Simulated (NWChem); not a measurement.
System: C₂H₅BN₂O; SMILES C1OCB(N)N=1

```xyz
11

N      0.0359    -2.1703     0.0000
B     -0.0083    -0.7691     0.0000
C      1.2002     0.2861     0.0000
O      0.4807     1.5598     0.0000
C     -0.8375     1.2428     0.0000
N     -1.2458     0.0205     0.0000
H      0.8902    -2.7238     0.0000
H     -0.8235    -2.7205     0.0000
H      1.8576     0.2722    -0.8951
H      1.8576     0.2722     0.8951
H     -1.4788     2.1461     0.0000
```
Atoms are numbered in this order, from 1.

Results from NWChem. Pople sets run with spherical d functions. Coordinates come from a PBE-D3(BJ)/def2-SVP optimisation. Atomic charges in e: unrestrained fits to the electrostatic potential beside Mulliken populations; buried atoms are poorly determined by the fit.

### Question
Predict the results for Hartree-Fock/6-31G*. Quantities: ESP N1; Mulliken N1; ESP B2; Mulliken B2; ESP C3; Mulliken C3; ESP O4; Mulliken O4; ESP C5; Mulliken C5; relative RMS misfit of the potential (%).

### Answer
```
Item                                      Value
----------------------------------------  -----
ESP N1                                    -1.15
Mulliken N1                               -0.97
ESP B2                                     0.84
Mulliken B2                                0.70
ESP C3                                     0.06
Mulliken C3                               -0.23
ESP O4                                    -0.47
Mulliken O4                               -0.64
ESP C5                                     0.57
Mulliken C5                                0.40
relative RMS misfit of the potential (%)     26
```
